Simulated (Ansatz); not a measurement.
`[SiH]N([SiH3])[SiH3]` and `[SiH3]N[SiH3]` differ in one atom or group.

Ansatz, PBE0-D4/def2-TZVP geometries, multiplicity 1. 

```tsv
property	`[SiH]N([SiH3])[SiH3]`
zero-point energy (PBE0-D4/def2-TZVP) / kJ/mol	169.4
ideal-gas entropy at 298 K and 1 bar (rigid rotor, harmonic PBE0-D4/def2-TZVP) / J/(mol·K)	350
size of the dipole moment (PBE/def2-TZVPP) / D	0.70
LUMO energy (B3LYP/def2-TZVPP) / eV	-2.32
HOMO–LUMO gap (PBE0/def2-TZVPP) / eV	4.44
HOMO energy (ωB97M-V/def2-TZVPP) / eV	-8.70
```

Q: Give the same properties after the change, and the shifts. (An estimate is asked.)

A: Computed: 
```json
{"property": "zero-point energy (PBE0-D4/def2-TZVP) / kJ/mol", "`[SiH3]N[SiH3]`": "173.4", "shift": "4.0"}
{"property": "ideal-gas entropy at 298 K and 1 bar (rigid rotor, harmonic PBE0-D4/def2-TZVP) / J/(mol·K)", "`[SiH3]N[SiH3]`": "336", "shift": "-14"}
{"property": "size of the dipole moment (PBE/def2-TZVPP) / D", "`[SiH3]N[SiH3]`": "0.92", "shift": "0.22"}
{"property": "LUMO energy (B3LYP/def2-TZVPP) / eV", "`[SiH3]N[SiH3]`": "-0.29", "shift": "2.03"}
{"property": "HOMO–LUMO gap (PBE0/def2-TZVPP) / eV", "`[SiH3]N[SiH3]`": "7.44", "shift": "3.00"}
{"property": "HOMO energy (ωB97M-V/def2-TZVPP) / eV", "`[SiH3]N[SiH3]`": "-9.81", "shift": "-1.11"}
```

With PBE0 the HOMO falls by 0.91 eV and the LUMO rises by 2.08 eV, so the gap widens by about 2.99 eV. PBE moves the HOMO by -0.64 eV and ωB97M-V by -1.11 eV. The zero-point energy changes by 4.0 kJ/mol with -3 modes. Dipoles are sizes alone; their direction can turn. Modes under 60 cm⁻¹, often nearly free rotors, make the harmonic entropy too high.

B3LYP here is the variant with VWN-RPA as its local correlation; programs differ in this.
